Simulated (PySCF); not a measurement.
Ligand exchange on a metal centre used in film growth or etching (Y Cl-NH2). Isolated molecules, 0 K electronic values unless said otherwise. One relaxed conformer stands for each flexible species; it need not be the lowest.

Computed with PySCF with TPSSh-D3(BJ)/def2-TZVP // PBE-D3(BJ)/def2-SVP. All candidates: neutral, multiplicity 1. 

```yaml
HOMO–LUMO gap: 4.40 eV
LUMO: -2.49 eV
HOMO: -6.90 eV
```

**Question.** Name which member has these values.
A. [Y(NH2)3]
B. [Y(Cl)(NH2)2]
C. [Y(Cl)3]
D. [Y(Cl)2(NH2)]

**Answer.** D, [Y(Cl)2(NH2)]. The others give [Y(NH2)3]: 4.19 eV, -1.33 eV, -5.53 eV; [Y(Cl)(NH2)2]: 4.34 eV, -1.88 eV, -6.22 eV; [Y(Cl)3]: 5.22 eV, -3.17 eV, -8.39 eV
